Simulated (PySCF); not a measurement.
# How methods differ on the ionisation energy of Te⁺

Te⁺ [Kr] 4d10 5s2 5p3 (4S) → Te²⁺ [Kr] 4d10 5s2 5p2 (3P), as a difference of total energies. All numbers are calculated (PySCF 2.14, a scalar-relativistic core potential, in cc-pVTZ-PP with ECP28MDF (5s4p3d1f, 39 functions)). Correlated levels: valence: 4s2 4p6 4d10 frozen. The calculations carry no spin-orbit coupling.

```tsv
method	ionisation energy (eV)
UHF	18.356
r2SCAN	19.008
MN15	18.842
MP2 (valence)	18.782
SCS-MP2 (valence)	18.657
CCSD (valence)	18.764
CCSD(T) (valence)	18.790
```

Task: How much does correlation contribute at CCSD(T) (valence)?

Result: 18.790 − (18.356) = 0.434 eV, measured against UHF.

The reference lies between the lowest fine-structure levels, while these numbers refer to the centres of the terms.

Errors of the correlated levels include the incompleteness of this basis and the frozen core.

For comparison: 18.6 ± 0.4 eV (measured; NIST Atomic Spectra Database, ionization energies).
